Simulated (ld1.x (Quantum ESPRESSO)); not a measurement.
# Cutoff test, nitrogen, ultrasoft

N, ultrasoft, made with ld1.x (Quantum ESPRESSO) 7.5 (PBE, non-relativistic). Core [He], reference 2s2 2p3. Waves: 2s (bound): rcut 0.65, rcutus 0.75 bohr; 2s channel at 1.6 Ry: rcut 0.65, rcutus 0.75 bohr; 2p (bound): rcut 1.70, rcutus 1.80 bohr; 2p channel at 0.35 Ry: rcut 1.70, rcutus 1.80 bohr; 3d channel at 0.4 Ry: rcut 1.40, rcutus 1.85 bohr. Local part: all-electron potential smoothed inside 1.40 bohr (lloc = -1). Core correction: Bessel-smoothed model core inside 0.70 bohr. Augmentation charge: PSQ, inside the norm-conserving radii.

The pseudo-atom Hamiltonian at the reference potential is diagonalised in spherical Bessel functions j_l(qr) that vanish at 20 bohr, with q² up to the cutoff. All-electron valence levels (Ry): 2s -1.3640, 2p -0.5215.

Question: How do the lowest levels (Ry) of each channel move with the cutoff, and are there ghosts?

Answer:

```
cutoff (Ry)     s #1     p #1    d #1    f #1  Σ f·Δε (mRy)
          8  -1.1362  -0.3222  0.0769  0.1195        1053.2
         15  -1.1639  -0.5030  0.0769  0.1195         455.5
         30  -1.2840  -0.5213  0.0769  0.1195         160.6
         45  -1.3434  -0.5214  0.0769  0.1195          41.4
         70  -1.3630  -0.5215  0.0769  0.1195           2.1
        100  -1.3637  -0.5215  0.0769  0.1195           0.6
        400  -1.3640  -0.5215  0.0769  0.1195           0.0
```

Result: no extra level below or beside the all-electron valence levels (s, p, d, f tested); 10 mRy is reached at 60 Ry and 1 mRy at 80 Ry.

Its largest configuration-test error is -313 meV.
